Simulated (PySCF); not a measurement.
Species: C₂H₁₀AlBi.
Structure used (PBE0-D3(BJ)/def2-SVP), in Å, numbered top down from 1:
```
atom  x, y, z in Å
C1    -1.7006    0.1154    0.8946
C2    -1.3163    0.6778   -0.4730
Al3   -0.1029   -0.4287   -1.5736
Bi4    2.2285   -0.2952    0.3139
H5    -2.4283    0.7504    1.4276
H6    -2.1454   -0.8897    0.8133
H7    -0.8271    0.0150    1.5631
H8    -2.2293    0.8177   -1.0850
H9    -0.8966    1.6955   -0.3734
H10    0.7011    0.2293   -2.7905
H11   -0.1973   -2.0252   -1.4901
H12    2.4887    1.1255    1.3549
H13    2.4957   -1.4534    1.6377
H14    3.9222   -0.3496   -0.2271
```

Computed with PySCF 2.14.0, PBE0-D3(BJ)/def2-SVP geometry optimisation, gas phase, def2 core potentials past Kr.

Task: Which atoms are bound to Al3, and at what distances?

Result: 4 atoms: H10 1.600 Å, H11 1.601 Å, C2 1.977 Å, Bi4 3.003 Å. The nearest atom not counted as bound is H8, at 2.51 Å.

Task: List the angles at Al3.

Result: 
```csv
angle,degrees,distance of the outer atoms (Å)
C2–Al3–H10,120.1,3.11
C2–Al3–H11,119.5,3.10
H10–Al3–H11,118.6,2.75
C2–Al3–Bi4,95.8,3.76
Bi4–Al3–H10,94.0,3.50
Bi4–Al3–H11,93.3,3.48
```

Task: Describe the arrangement about Al3 in numbers.

Result: Angles from 93.3° to 120.1°; τ4 = (360° − α − β)/141° = 0.85 with α and β the two widest (0 for a square, 1 for a tetrahedron).

Task: Which atoms are bound to Bi4, and at what distances?

Result: 4 atoms: H14 1.779 Å, H13 1.779 Å, H12 1.780 Å, Al3 3.003 Å. The nearest atom not counted as bound is H7, at 3.32 Å.

Task: List the angles at Bi4.

Result: 
```tsv
angle	degrees	distance of the outer atoms (Å)
Al3–Bi4–H13	123.7	4.26
Al3–Bi4–H14	123.1	4.25
Al3–Bi4–H12	121.1	4.21
H13–Bi4–H14	93.6	2.59
H12–Bi4–H14	93.6	2.59
H12–Bi4–H13	93.6	2.59
```

Task: Describe the arrangement about Bi4 in numbers.

Result: Angles from 93.6° to 123.7°; τ4 = (360° − α − β)/141° = 0.80 with α and β the two widest (0 for a square, 1 for a tetrahedron).

Task: What are the other bond lengths?

Result: C1–C2 1.528 Å; C1–H5, C1–H6, C1–H7 1.103 Å; C2–H8, C2–H9 1.107 Å.

Task: Give some angles away from the centre.

Result: C1–C2–Al3 116.5°.

Task: What are the rotational constants (commonest isotopes, rigid rotor)?

Result: A = 4425, B = 992.2, C = 858.0 MHz: a near-prolate asymmetric top.

Point group: C1 (no symmetry element, even within 0.4 Å). Charge 0, singlet. Whether it is a minimum is left open (no frequencies).

Time: 79 s of wall time; peak memory 0.53 GiB. Hardware: one thread of an Arm Neoverse V2, shared host with 96 logical CPUs at a one-minute load of 38. These figures are those of the optimisation.

One conformer stands for the species.
